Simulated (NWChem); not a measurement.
System: Cl₂ anion, doublet

NWChem input:

```
start job
memory heap 200 mb stack 700 mb global 900 mb
charge -1
geometry units angstroms
  Cl     0.000000     0.000000    -1.360302
  Cl     0.000000     0.000000     1.360302
end
basis spherical
  * library def2-svp
end
dft
  odft
  mult 2
  xc xcamb88 1.00 lyp 0.81 vwn_5 0.19 hfexch 1.00
  cam 0.33 cam_alpha 0.19 cam_beta 0.46
  iterations 150
end
driver
  maxiter 120
end
task dft optimize
task dft freq
```

Sets without diffuse functions describe the anion's extra electron poorly. No stability test was run on the SCF state.

The level has its own optimisation; frequencies are unscaled.

Task: Give the results of this calculation. (CAM-B3LYP/def2-SVP, spin-unrestricted.) Quantities: highest harmonic frequency (cm⁻¹); zero-point energy (kcal/mol).

Result: 
```
Quantity                           Result
---------------------------------  ------
highest harmonic frequency (cm⁻¹)     255
zero-point energy (kcal/mol)          0.4
```
